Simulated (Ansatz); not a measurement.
Two isomers of C3H6OSi: A = `C[Si]1(O)C=C1`, B = `C#C[SiH2]CO`.

Computed with Ansatz on PBE0-D4/def2-TZVP structures; ΔE is electronic, products minus reactants. CCSD(T)/CBS is the MP2 limit (def2-TZVPP, def2-QZVPP) plus CCSD(T) − MP2 in def2-TZVPP, frozen cores. DFT in def2-TZVPP. B3LYP here is the variant with VWN-RPA as its local correlation; programs differ in this. Each species was taken in one conformer, which may not be the lowest.

Task: Which is lower in electronic energy at CCSD(T)/CBS, and by how much? (Best estimate.)

Result: Computed: A, by 44.9 kcal/mol.

Task: Give E(B) − E(A) in kcal/mol with ωB97M-V, CCSD(T)/def2-TZVPP, r2SCAN-D4, PBE-D4, LDA (SPW92), B3LYP-D4, B3LYP. (Estimate.)

Result: The calculation gave: ωB97M-V 47.1, CCSD(T)/def2-TZVPP 44.0, r2SCAN-D4 48.8, PBE-D4 46.3, LDA (SPW92) 50.8, B3LYP-D4 43.4, B3LYP 43.1. None reverses the order clearly.

Task: Does the order hold for the free energy at 298.15 K (harmonic terms from PBE0-D4)? (Best estimate.)

Result: Ansatz gave: Yes: G(B) − G(A) = +41.7 kcal/mol, for one conformer each.

Largest T1 diagnostic: 0.012.

In def2-TZVPP, CCSD(T) changes the Hartree–Fock value by +2.3 kcal/mol (the triples alone add −0.1 kcal/mol) and MP2 by +4.2 kcal/mol. From r2SCAN to r2SCAN0 (25 % exact exchange), in def2-TZVPP and without D4, E(B) − E(A) moves by +1.8 kcal/mol.
